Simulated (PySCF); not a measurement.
Molecule: TMS-CClF2 (SMILES C[Si](C)(C)C(F)(F)Cl).

Molfile (atoms numbered from 1):
```
C4H9ClF2Si
     RDKit          3D

 17 16  0  0  0  0  0  0  0  0999 V2000
   -0.1085   -0.6504   -1.7900 C   0  0  0  0  0  0  0  0  0  0  0  0
    0.0080   -0.1195   -0.0009 Si  0  0  0  0  0  4  0  0  0  0  0  0
   -1.3451   -0.8687    1.0551 C   0  0  0  0  0  0  0  0  0  0  0  0
    1.7059   -0.3983    0.7326 C   0  0  0  0  0  0  0  0  0  0  0  0
   -0.3091    1.7902    0.0343 C   0  0  0  0  0  0  0  0  0  0  0  0
   -0.2737    2.2772    1.2883 F   0  0  0  0  0  0  0  0  0  0  0  0
   -1.5158    2.1074   -0.4713 F   0  0  0  0  0  0  0  0  0  0  0  0
    0.9332    2.6691   -0.9276 Cl  0  0  0  0  0  0  0  0  0  0  0  0
   -1.0922   -0.3921   -2.2111 H   0  0  0  0  0  0  0  0  0  0  0  0
    0.0256   -1.7400   -1.8802 H   0  0  0  0  0  0  0  0  0  0  0  0
    0.6656   -0.1566   -2.3962 H   0  0  0  0  0  0  0  0  0  0  0  0
   -2.3413   -0.6008    0.6714 H   0  0  0  0  0  0  0  0  0  0  0  0
   -1.2704   -0.5121    2.0939 H   0  0  0  0  0  0  0  0  0  0  0  0
   -1.2667   -1.9674    1.0663 H   0  0  0  0  0  0  0  0  0  0  0  0
    1.9531   -1.4717    0.7403 H   0  0  0  0  0  0  0  0  0  0  0  0
    2.4756    0.1282    0.1486 H   0  0  0  0  0  0  0  0  0  0  0  0
    1.7497   -0.0309    1.7694 H   0  0  0  0  0  0  0  0  0  0  0  0
  1  2  1  0
  2  3  1  0
  2  4  1  0
  2  5  1  0
  5  6  1  0
  5  7  1  0
  5  8  1  0
  1  9  1  0
  1 10  1  0
  1 11  1  0
  3 12  1  0
  3 13  1  0
  3 14  1  0
  4 15  1  0
  4 16  1  0
  4 17  1  0
M  END
```

Geometry PBE0-D3(BJ)/def2-SVP throughout; GIAO in PySCF, gas phase, one conformer, non-relativistic; equivalent atoms averaged; functional PBE0.

For orientation, STO-3G gives these absolute shieldings σ: C5 124.7, C1/C3/C4 236.2, Si2 530.4, F6/F7 360.8, Cl8 945.5, H9/H10/H11/H12/H13/H14/H15/H16/H17 32.36 ppm.

A run gave: C5 54.8, C1/C3/C4 200.8, Si2 410.4, F6/F7 266.9, Cl8 680.9, H9/H10/H11/H12/H13/H14/H15/H16/H17 31.13 ppm (absolute shieldings σ).

Which basis set was used in that run?
A. def2-TZVP
B. 6-31G
C. cc-pVDZ
D. aug-cc-pVDZ

Results:

C. Cl8 tells them apart best: cc-pVDZ gives 680.9, 6-31G gives 646.2, aug-cc-pVDZ gives 661.4, def2-TZVP gives 606.0 ppm.
